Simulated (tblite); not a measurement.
Compound: C₆H₁₀FP.
Structure used (GFN2-xTB), in Å, numbered top down from 1:
```xyz
18
C6H10FP angstrom
C      4.0455    0.0197   -0.0770
C      2.7714   -0.0772    0.2855
P      1.4299    0.2567   -0.8818
C      0.0776   -0.0109    0.0874
F      0.1698   -0.3777    1.3888
C     -1.3301    0.1323   -0.3997
C     -2.0669   -1.2052   -0.2875
C     -2.0576    1.2195    0.3962
H      4.8498   -0.1786    0.6135
H      4.3311    0.3009   -1.0782
H      2.5019   -0.3600    1.2945
H     -1.2743    0.4282   -1.4533
H     -3.0852   -1.1041   -0.6548
H     -1.5586   -1.9681   -0.8734
H     -2.1016   -1.5288    0.7506
H     -1.5427    2.1725    0.2943
H     -2.0927    0.9543    1.4508
H     -3.0760    1.3326    0.0326
```

Computed with GFN2-xTB (tblite): harmonic, unscaled wavenumbers at the GFN2-xTB geometry, gas phase. Against measured fundamentals such values can be off by several per cent, at times by over 20. One conformer, not necessarily the lowest.

Harmonic wavenumbers (cm⁻¹): 43.4, 66.6, 110.8, 126.0, 199.4, 220.6, 221.5, 255.6, 268.5, 317.9, 408.2, 517.8, 524.1, 537.3, 720.1, 729.5, 890.1, 923.1, 950.5, 983.1, 991.4, 1016.0, 1042.7, 1126.2, 1141.6, 1193.2, 1219.9, 1250.4, 1296.2, 1348.6, 1391.7, 1400.4, 1415.4, 1490.4, 1490.8, 1499.3, 1502.3, 1628.8, 2933.2, 3031.0, 3034.6, 3034.7, 3037.8, 3039.2, 3041.7, 3045.8, 3084.5, 3109.5.

A = 3874, B = 863.0, C = 831.1 MHz; mass 132.050 u (most abundant isotopes); point group Cs, symmetry number 1.

Problem. Zero-point energy?

Solution. Half the sum of the wavenumbers: 31426 cm⁻¹ = 89.85 kcal/mol.

Problem. What is S at 298.15 K and 1 bar for an ideal gas of classical rigid rotors and harmonic oscillators?

Solution. Translation 40.57, rotation 29.14, vibration 30.67: S = 100.4 cal/(mol K).

Problem. And Cp and H(298.15 K) − H(0)?

Solution. Cp = 37.86 cal/(mol K), of which vibrations give 29.91 (their classical limit is 48 R = 95.4); H(298.15 K) − H(0) = 7.13 kcal/mol without the zero-point energy, 4.76 from vibrations.

Problem. What must be added to the electronic energy to get the Gibbs energy at 298.15 K and 1 bar?

Solution. ZPE + [H(298.15 K) − H(0)] − T·S = 89.85 + 7.13 − 29.93 = 67.05 kcal/mol.

Problem. Which modes carry the vibrational entropy at 298.15 K?

Solution. 43.4 cm⁻¹: 5.10; 66.6 cm⁻¹: 4.25; 110.8 cm⁻¹: 3.25; 126.0 cm⁻¹: 3.01; 199.4 cm⁻¹: 2.14; 220.6 cm⁻¹: 1.95 cal/(mol K); the other 42 give 10.97 together.

Problem. How do the functions run with temperature in this model?

Solution. 
```tsv
T (K)	S (cal/(mol K))	Cp (cal/(mol K))	H − H(0) (kcal/mol)	G − H(0) (kcal/mol)	ln q(vib)
50	58.9	13.4	0.51	-2.44	0.57
100	70.2	19.9	1.35	-5.68	1.86
373.15	109.6	44.4	10.21	-30.68	9.40
500	124.0	54.2	16.49	-45.51	12.66
750	148.8	68.3	31.93	-79.71	18.71
1000	169.8	77.6	50.23	-119.61	24.27
```

q(vib) and H(0) count from the zero-point level.

Hindered rotation and anharmonicity are outside this model. Other conformers, if any are populated, would add a mixing term that is left out.
